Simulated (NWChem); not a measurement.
System meant: GeH2, singlet; SMILES [GeH2]

NWChem input:

```
start job
memory heap 200 mb stack 900 mb global 1100 mb
geometry units angstroms noautoz
  Ge     0.000000     0.000000     0.036309
  H      0.000000    -1.136429    -1.086225
  H      0.000000     1.136429    -1.086225
end
basis spherical
  Ge library def2-svp
  H library def2-svp
end
dft
  xc b3lyp
  iterations 4
  mulliken
end
task dft energy
```

End of the output:

```
    Atom       Charge   Shell Charges
 -----------   ------   -------------------------------------------------------
    1 Ge  32    31.81   2.00  2.00  1.96  1.10  0.59  5.99  5.81  1.13  1.12  7.79  2.04  0.27
    2 H    1     1.10   0.62  0.45  0.03
    3 H    1     1.10   0.62  0.45  0.03

 center of mass
 --------------
 x =   0.00000000 y =   0.00000000 z =   0.06847499

 moments of inertia (a.u.)
 ------------------
           8.829342059434           0.000000000000           0.000000000000
           0.000000000000          18.125369776197           0.000000000000
           0.000000000000           0.000000000000           9.296027716763

     Multipole analysis of the density
     ---------------------------------

     L   x y z        total         alpha         beta         nuclear
     -   - - -        -----         -----         ----         -------
     0   0 0 0     -0.000000    -17.000000    -17.000000     34.000000

     1   1 0 0     -0.000000     -0.000000     -0.000000      0.000000
     1   0 1 0      0.000000      0.000000      0.000000      0.000000
     1   0 0 1      0.037609      0.018805      0.018805      0.000000

     2   2 0 0    -15.303338    -12.263595    -12.263595      9.223851
     2   1 1 0     -0.000000     -0.000000     -0.000000      0.000000
     2   1 0 1     -0.000000     -0.000000     -0.000000      0.000000
     2   0 2 0    -11.930755     -5.965378     -5.965378      0.000000
     2   0 1 1     -0.000000     -0.000000     -0.000000      0.000000
     2   0 0 2    -16.487179    -12.478729    -12.478729      8.470279

 ------------------------------------------------------------------------
 dft energy failed                                                                                  0
 ------------------------------------------------------------------------
 ------------------------------------------------------------------------
  current input line :
    17: task dft energy
 ------------------------------------------------------------------------
 ------------------------------------------------------------------------
 This type of error is most commonly associated with calculations not reaching convergence criteria
 ------------------------------------------------------------------------
 For more information see the NWChem manual at https://nwchemgit.github.io

0:dft energy failed:Received an Error in Communication
```

**Question.** Find the fault in this run and fix the input.

**Answer.** The run did not converge; its last values are not results. Cause: the SCF was allowed too few iterations. This input runs:
```
start job
memory heap 200 mb stack 900 mb global 1100 mb
geometry units angstroms noautoz
  Ge     0.000000     0.000000     0.036309
  H      0.000000    -1.136429    -1.086225
  H      0.000000     1.136429    -1.086225
end
basis spherical
  * library def2-svp
end
dft
  xc b3lyp
  iterations 150
  mulliken
end
task dft energy
```
It converges to -2077.93242 Ha (B3LYP/def2-SVP).
